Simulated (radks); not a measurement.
Results of a calculation; reference values are marked as such.
Q: Ta XXXIII, configuration [Kr] 4d5. Code: a radial shooting solver on a logarithmic mesh with Libxc functionals. Model: scalar-relativistic Kohn-Sham, PBE, spin-unpolarised, spherical densities, point nucleus. Some entries of the table are withheld. Estimate them.

orbital  occ.  eigenvalue (hartree)  <r> (bohr)  r(max) (bohr)
1s          2             -2521.497     0.01866        0.01167
2s          2             -471.2058     0.07894        0.06685
2p          6                   (1)     0.07056            (2)
3s          2                   (3)      0.2034         0.1881
3p          6             -126.8599      0.2031            (4)
3d         10             -108.8120      0.1836         0.1513
4s          2             -60.30528      0.4228            (5)
4p          6             -54.63476         (6)         0.4240
4d          5             -47.68190      0.4403         0.4210
5s          0             -32.87830      0.7485         0.7611
5p          0             -30.41674      0.7795         0.7952

A: 
(1) 2p eigenvalue (hartree): -418.5560
(2) 2p r(max) (bohr): 0.05477
(3) 3s eigenvalue (hartree): -142.5410
(4) 3p r(max) (bohr): 0.1859
(5) 4s r(max) (bohr): 0.4106
(6) 4p <r> (bohr): 0.4373
